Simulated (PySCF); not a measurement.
SMILES [Cl][Sn]([F])([Cl])[NH2] (H2Cl2FNSn) at its CAM-B3LYP/def2-SVP optimised geometry (Å):

```
7

N     -1.6018    -1.9334    -1.5754
Sn    -0.9028    -0.9279     0.0000
F     -1.4106     0.9279     0.0000
Cl    -1.7675    -1.7951     1.9625
Cl     1.4106    -0.9279     0.0000
H     -2.6177    -1.9785    -1.6266
H     -1.2244    -1.6258    -2.4697
```

Computed with PySCF with CAM-B3LYP/def2-TZVP, def2 effective core potentials past Kr. The core electrons that the potentials of Sn replace are not part of the density. Cells within 0.4 Å of a nucleus heavier than hydrogen are left out (blank, or x).

Map of the HOMO−1 amplitude (bohr^(-3/2)) on the plane z = 0.0 Å; orbital energy -11.00 eV, overall sign arbitrary:

```
|55555555555555555555555555555|
|55555555555555555555555555555|
|55555555555555555555555555555|
|55555555555555555555555555555|
|55555555555555555555555555555|
|55555555555555555555555555555|
|55555555554455555555555555555|
|55555555544445555555555555555|
|55555555444445555555555555555|
|55555555xx4445555555555555555|
|5555555xxx4445555555555555555|
|5555555xxx4445555555555555555|
|55555555544445555566666555555|
|55555555554455555666776655555|
|44445555554455555677887665555|
|44444555554455555678998765555|
|44444455555455545578998765555|
|444444556xxx6544445xxx8765555|
|444444455xxx6543322xxx6655555|
|4444444555xx5443210xx34555555|
|44444444544554432100023445555|
|44444444555544433211123444555|
|44444444555544443322233444455|
|44444445555554444333334444455|
|44444445555554444444444444455|
|44444445555555444444444444455|
|44444455555555444444444444555|
|54444555555555544444444445555|
|55555555555555554444444455555|
```
Scale: ten equal steps from -0.119 (start of '0') to 0.116 (end of '9'), in the order '0123456789'; x runs from -3.50 to 3.50, y from -3.50 (bottom) to 3.50 (top).
